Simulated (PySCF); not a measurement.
C2H8ClNSi2.

```xyz
14

C      1.5143    -0.4267    -1.7285
Si     1.0409     0.6417    -0.2819
Cl     2.4222     0.4446     1.2585
C     -0.6463     0.0902     0.3897
N     -1.5260    -0.2304    -0.4728
Si    -3.1661    -0.7458    -0.0690
H      0.6822    -0.4261    -2.4503
H      2.4261    -0.0607    -2.2242
H      1.6839    -1.4627    -1.3968
H      0.9773     2.0857    -0.6347
H     -0.8463     0.0665     1.4875
H     -3.3817    -0.7643     1.4133
H     -4.1194     0.2018    -0.7073
H     -3.3740    -2.1094    -0.6274
```

Coordinates come from a ωB97X-D3(BJ)/def2-SVP optimisation. The structure was generated by enumeration; whether it is a known compound was not checked. One conformer was computed; it need not be the lowest.

Calculation: PySCF with PBE/pcSseg-1. Non-relativistic, no solvent.

Computed absolute GIAO shielding of each atom: isotropic value and principal components (ppm):
```csv
atom,σ(iso),σ11,σ22,σ33,span
C1,180.9,171.9,183.5,187.4,15.5
Si2,344.5,270.4,361.5,401.6,131.1
Cl3,949.0,908.0,923.0,1015.9,107.9
C4,-33.7,-120.9,-74.7,94.3,215.1
N5,-203.4,-680.5,-207.9,278.3,958.9
Si6,373.2,292.2,375.8,451.4,159.2
H7,30.4,25.0,28.2,37.9,12.9
H8,30.7,26.6,28.4,37.0,10.4
H9,30.9,27.3,28.9,36.5,9.2
H10,26.0,22.2,25.0,30.9,8.7
H11,21.0,17.5,21.4,24.1,6.6
H12,26.7,24.6,25.0,30.4,5.8
H13,26.1,23.8,25.0,29.4,5.7
H14,26.0,23.7,25.1,29.2,5.5
```
